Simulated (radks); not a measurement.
Coulomb parameter of the 3d shell of the nickel ion Ni3+ in the model configuration [Ar] 3d5.5 4s1.5, as a second difference U = [E(n + 0.5) + E(n - 0.5) - 2 E(n)] / (0.5)^2 with all orbitals relaxed. "Bare": the charge of the atom changes with n. "Screened": the 4s shell takes up the change at fixed total charge, which measures U(3d,3d) + U(4s,4s) - 2 U(3d,4s). Method: scalar-relativistic Kohn-Sham, BLYP, spin-unpolarised, spherical densities, finite nucleus; Fermi nuclear charge, rms radius 3.7757 fm; computed with a radial shooting solver on a logarithmic mesh with Libxc functionals.

case              configuration  E - E(n) (eV)
start          [Ar] 3d5.5 4s1.5          0.000
bare +0.5        [Ar] 3d6 4s1.5        -26.887
bare -0.5        [Ar] 3d5 4s1.5         32.354
screened +0.5      [Ar] 3d6 4s1         -9.985
screened -0.5      [Ar] 3d5 4s2         11.495

U(bare) = 21.869 eV, U(screened by 4s) = 6.039 eV, against the Slater integral F0(3d,3d) = 30.031 eV with frozen orbitals.
